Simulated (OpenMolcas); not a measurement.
Ag5+ (d6) among equal point charges was computed by CASSCF with the d shell active (OpenMolcas, ANO-RCC-VTZP on the metal). Its lowest spin-free states, and all those of the highest spin:

```json
{"2S+1": "5", "Degeneracy": "2", "E (cm-1)": "0.0"}
{"2S+1": "5", "Degeneracy": "2", "E (cm-1)": "1625"}
{"2S+1": "5", "Degeneracy": "1", "E (cm-1)": "2230"}
{"2S+1": "3", "Degeneracy": "1", "E (cm-1)": "22531"}
{"2S+1": "3", "Degeneracy": "2", "E (cm-1)": "23128"}
{"2S+1": "3", "Degeneracy": "2", "E (cm-1)": "23376"}
{"2S+1": "3", "Degeneracy": "2", "E (cm-1)": "24191"}
{"2S+1": "3", "Degeneracy": "1", "E (cm-1)": "24352"}
{"2S+1": "3", "Degeneracy": "1", "E (cm-1)": "24354"}
{"2S+1": "3", "Degeneracy": "2", "E (cm-1)": "25056"}
{"2S+1": "3", "Degeneracy": "2", "E (cm-1)": "26368"}
{"2S+1": "3", "Degeneracy": "1", "E (cm-1)": "26848"}
```

Is the site octahedral, tetrahedral or cube-like, axial, or of lower symmetry?

The states with 2S+1 = 5 have orbital degeneracies 2, 2, 1. There are pairs but no triples, so the site is axial: not cubic, but with a proper or improper axis of order three or more. The run had Ag5+ among 5 point charges of -1.5 e arranged as a trigonal bipyramid (D3h), 1.91 Å from the ion, with the axial distance 2.158 Å.

An orbital doublet at a regular site is open to a Jahn-Teller distortion, which this geometry leaves out. Without dynamic correlation the repulsion within the d shell is too large (B by tens of per cent), so at a given field states of lower spin stand too high. Point charges give a weaker field than real ligands, and real ions of this kind are as a rule low spin; the high spin found here belongs to the model. The ground term spreads over less than 5000 cm-1, several times less than with real ligands, so orbital moments are less quenched and χT lies further from the spin-only value than at real sites. Point charges carry no covalency, so the field is a model and not that of real ligands. No measured value stands beside these numbers.
